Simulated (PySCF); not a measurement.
C₃H₇O, SMILES CC(C)[O], multiplicity 2. Geometry: TPSSh-D3(BJ)/def2-SVP. The isomer is the one that the SMILES or the coordinates give; other isomers of the formula were not compared.

Computed equilibrium geometry at TPSSh-D3(BJ)/def2-SVP (PySCF confirms it by a frequency run) as bond lengths and angles, and its point group:
point group Cs.
Atoms: C1 C2 C3 O4 H5 H6 H7 H8 H9 H10 H11. Bond lengths (Å): C1–C2 1.537, C1–H5 1.102, C1–H6 1.101, C1–H7 1.099, C2–C3 1.537, C2–O4 1.369, C2–H8 1.121, C3–H9 1.102, C3–H10 1.101, C3–H11 1.099. Bond angles (°): C2–C1–H5 109.8, C2–C1–H6 111.2, C2–C1–H7 110.1, H5–C1–H6 108.2, H5–C1–H7 108.4, H6–C1–H7 109.1, C1–C2–C3 113.8, C1–C2–O4 112.8, C1–C2–H8 107.4, C3–C2–O4 112.8, C3–C2–H8 107.4, O4–C2–H8 101.5, C2–C3–H9 109.8, C2–C3–H10 111.2, C2–C3–H11 110.1, H9–C3–H10 108.2, H9–C3–H11 108.4, H10–C3–H11 109.1.
Charge 0, spin multiplicity 2.
